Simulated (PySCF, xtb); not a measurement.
CdFGeH3, SMILES [F][Cd][GeH3].

Harmonic wavenumbers (cm⁻¹) from GFN2-xTB (xtb 6.7.1) at its own minimum, in rising order: 48, 70, 222, 310, 355, 371, 804, 877, 882, 1863, 1940, 1974.

**Question.** What does PBE-D3(BJ)/def2-SVP (PySCF) give at its own minimum? (An estimate is asked for; the answer gives what the named calculation found.)

**Answer.** 92, 92, 213, 420, 420, 583, 752, 855, 855, 2068, 2086, 2086. Paired by order, the mean absolute difference is 86 cm⁻¹ and the zero-point energies are 13.9 and 15.0 kcal/mol.
